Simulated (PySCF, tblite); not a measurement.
Isomers of [C7H10OP]- (charge -1), one GFN2-xTB conformer each. Single-point energies are computed at PBE0/pcSseg-1 (PySCF, gas phase, no added dispersion term), electronic only.

Task: Rank them by PBE0/pcSseg-1 energy, lowest first (kJ/mol).
A. `[CH3:1][CH2:2][c:3]1[cH:4][cH:5][p-:6][c:7]1[O:8][CH3:9]` (charge -1) with C1–C2–C3–C4 -95°, P6–C7–O8–C9 0°
B. `[CH3:1][CH2:2][c:3]1[cH:4][p-:5][cH:6][c:7]1[O:8][CH3:9]` (charge -1) with C1–C2–C3–C4 103°, C6–C7–O8–C9 1°
C. `[CH3:1][O:2][c:3]1[cH:4][c:5]([CH3:6])[p-:7][c:8]1[CH3:9]` (charge -1) with C1–O2–C3–C4 1°
D. `[CH3:1][O:2][c:3]1[c:4]([CH3:5])[cH:6][p-:7][c:8]1[CH3:9]` (charge -1) with C1–O2–C3–C4 92°

Result: B (0.0), D (2.1), C (6.0), A (6.2).

Neighbours under 21 kJ/mol apart (CCc1c[p-]cc1OC and COc1c(C)c[p-]c1C; COc1c(C)c[p-]c1C and COc1cc(C)[p-]c1C; COc1cc(C)[p-]c1C and CCc1cc[p-]c1OC) can change places with a better method, another conformer or zero-point energy. GFN2-xTB itself gives, in the same order: 3.6, 5.1, 11.0, 0.0. GFN2-xTB puts CCc1cc[p-]c1OC lowest instead; measured from each level's own lowest isomer, the values differ by up to 6.2 kJ/mol (CCc1cc[p-]c1OC: 0.0 against 6.2).

Task: What happens when harmonic zero-point energies from GFN2-xTB frequencies are added?

Result: 
```tsv
SMILES	ZPE (kJ/mol)	electronic (kJ/mol)	with ZPE (kJ/mol)
CCc1c[p-]cc1OC	394.7	0.0	1.7
COc1c(C)c[p-]c1C	390.9	2.1	0.0
COc1cc(C)[p-]c1C	391.2	6.0	4.3
CCc1cc[p-]c1OC	394.5	6.2	7.8
```

The zero-point energies span 3.8 kJ/mol. COc1c(C)c[p-]c1C becomes the lowest.
